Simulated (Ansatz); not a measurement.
**Worked example: CH4OZn + Si3H8O2 → CH4O2Zn + Si3H8O**

Species: CH4OZn `C[O][ZnH]`, singlet; Si3H8O2 `O[SiH]([SiH3])O[SiH3]`, singlet; CH4O2Zn `C[O][Zn][OH]`, singlet; Si3H8O `[SiH3]O[SiH2][SiH3]`, singlet. The partners trade H for OH: Zn–H and Si–OH bonds give way to Zn–OH and Si–H.

Shapes, held fixed at every level: PBE0-D4/def2-TZVP. Flexible molecules stand in one conformer, not always the lowest. Programs: Ansatz 0.2.0. Electronic energies: no zero-point or thermal term.

At wB97X-V/def2-TZVPP; 1 Eh = 2625.50 kJ/mol:

```
species   energy (Eh)
 CH4OZn  -1894.961100
Si3H8O2  -1023.775559
CH4O2Zn  -1970.224550
 Si3H8O   -948.481270
```

Q: Work out ΔE of the reaction at this level.

A: 
1. Products less reactants: (-1970.224550) + (-948.481270) − [(-1894.961100) + (-1023.775559)] = 0.030839 Eh = +81.0 kJ/mol.

Other levels give +79.1 (PBE-D4/def2-TZVPP) to +88.4 kJ/mol (BHLYP-D4/def2-TZVPP). No measured value is set beside it here. Relativity is left out for Zn.
